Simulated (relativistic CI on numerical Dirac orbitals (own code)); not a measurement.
# One change at a time: Re20+

Base calculation: Dirac-Coulomb-Breit CI, orbitals from a KLI potential per configuration, a model potential for QED, unscaled Slater integrals.

Configuration list (outside the closed core [Ar] 3d10): 4s2.4p6.4d10.4f9, 4s2.4p6.4d10.4f8.5s, 4s2.4p6.4d10.4f7.5s2, 4s2.4p6.4d10.4f8.5p, 4s2.4p6.4d10.4f7.5s.5p, 4s2.4p6.4d8.4f11, 4s2.4p6.4d10.4f8.6s, 4s2.4p5.4d10.4f10, 4p6.4d10.4f11. Levels of other configurations are missing.

Variants: (1) only the first configuration; (2) only the first 3 configurations. Shifts of the energy above 4s2.4p6.4d10.4f9 6H°_15/2, in cm⁻¹, for the lowest level and the first level of each name with at least 55 % of one term (blank where a level changes its place among those of its configuration and J or its character, or is not in the variant):

```
                    Level     Base     Δ(1)     Δ(2)
4s2.4p6.4d10.4f9 6H°_15/2      0.0      0.0      0.0
4s2.4p6.4d10.4f9 6H°_13/2  14271.5   -139.7   -139.1
 4s2.4p6.4d10.4f9 6H°_9/2  27157.2   +604.7   +598.5
 4s2.4p6.4d10.4f9 6H°_5/2  34727.0   +909.3   +899.3
 4s2.4p6.4d10.4f9 6F°_5/2  36659.1  +1535.0  +1528.4
 4s2.4p6.4d10.4f9 6F°_1/2  39637.7  +1766.2  +1761.1
4s2.4p6.4d10.4f9 4G°_11/2  50632.3  +3065.2  +3043.7
4s2.4p6.4d10.4f9 4M°_21/2  54610.2  -2884.5  -2882.1
4s2.4p6.4d10.4f9 4M°_17/2  72154.0  -1789.5  -1790.7
4s2.4p6.4d10.4f9 4H°_13/2  74344.2  +1511.6  +1511.5
4s2.4p6.4d10.4f9 4M°_19/2  74798.0  -2391.6  -2391.5
4s2.4p6.4d10.4f9 4L°_17/2  80441.0  -1156.1  -1164.7
 4s2.4p6.4d10.4f9 4F°_3/2  80757.9  +3515.8  +3513.7
 4s2.4p6.4d10.4f9 4G°_9/2  81413.5  +3701.3  +3670.4
4s2.4p6.4d10.4f9 4K°_11/2  88327.0   +542.3   +536.0
4s2.4p6.4d10.4f9 2M°_19/2  93463.4  -2519.5  -2517.6
4s2.4p6.4d10.4f9 2N°_21/2  94178.4  -3529.5  -3528.4
```

At this charge energies of transitions that change n are usually good to better than 1 %, and those within a shell (Δn = 0) to a few per cent. Terms inside the open d or f shell come out 10 to 20 % too wide with unscaled integrals.

Ionisation energy from the two ground configurations alone: base 546.605 eV. The NIST ASD value (theoretical) is 570 eV. The gap of more than 2 % comes from missing correlation, or from a tabulated value that is itself an estimate.

LS names give the leading component of a level, which can be under half, so a name can repeat, a term be missing and a line seem to break the LS rules.
